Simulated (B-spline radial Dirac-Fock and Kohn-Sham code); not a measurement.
## Electron momentum distribution of Pt²¹⁺: Compton profiles

System: platinum as Pt²¹⁺, configuration [Kr] 4d10 4f11.

Level of theory: the impulse approximation on Dirac-Fock densities; a radial atomic solver. pz is in atomic units of momentum; subshell profiles are per electron, for a selection of subshells; open shells are spread over both j values by their weights.

| pz | J total | J 2s1/2 | J 3d3/2 | J 4p1/2 | J 4f7/2 |
| --- | --- | --- | --- | --- | --- |
| 0 | 3.239 | 0.0336 | 0.0301 | 0.0940 | 0.0616 |
| 0.44 | 3.231 | 0.0336 | 0.0301 | 0.0940 | 0.0616 |
| 0.64 | 3.222 | 0.0336 | 0.0301 | 0.0939 | 0.0616 |
| 0.92 | 3.205 | 0.0335 | 0.0301 | 0.0937 | 0.0616 |
| 1.3 | 3.170 | 0.0334 | 0.0301 | 0.0930 | 0.0616 |
| 1.9 | 3.089 | 0.0331 | 0.0301 | 0.0902 | 0.0616 |
| 2.8 | 2.898 | 0.0324 | 0.0301 | 0.0801 | 0.0611 |
| 4 | 2.517 | 0.0312 | 0.0301 | 0.0573 | 0.0580 |
| 5.8 | 1.826 | 0.0288 | 0.0297 | 0.0239 | 0.0454 |
| 8.5 | 1.066 | 0.0241 | 0.0275 | 0.00682 | 0.0228 |
| 12 | 0.6117 | 0.0175 | 0.0217 | 0.00587 | 0.00739 |
| 18 | 0.2876 | 0.00823 | 0.0104 | 0.00163 | 0.000993 |
| 26 | 0.1260 | 0.00237 | 0.00292 | 0.000361 | 8.48e-05 |
| 37 | 0.05076 | 0.000859 | 0.000481 | 0.000297 | 4.84e-06 |
| 54 | 0.01763 | 0.000773 | 4.16e-05 | 0.000101 | < 1e-6 |
| 78 | 0.005958 | 0.000422 | 2.74e-06 | 1.97e-05 | < 1e-6 |
| 110 | 0.001954 | 0.000151 | < 1e-6 | 3.42e-06 | < 1e-6 |

J(0) = 3.239. The 4d5/2 subshell gives the largest part, 14 %.

Mean momentum ⟨p⟩ by subshell (a.u.): 1s1/2 83.5, 2s1/2 29.8, 2p1/2 39.2, 2p3/2 34.1, 3s1/2 15.0, 3p1/2 17.9, 3p3/2 16.4, 3d3/2 19.8, 3d5/2 19.2, 4s1/2 7.91, 4p1/2 8.90, 4p3/2 8.30, 4d3/2 9.26, 4d5/2 9.05, 4f5/2 9.68, 4f7/2 9.58.

Values without a named source are computed, but for edge energies of neutral atoms, which are taken from tables.
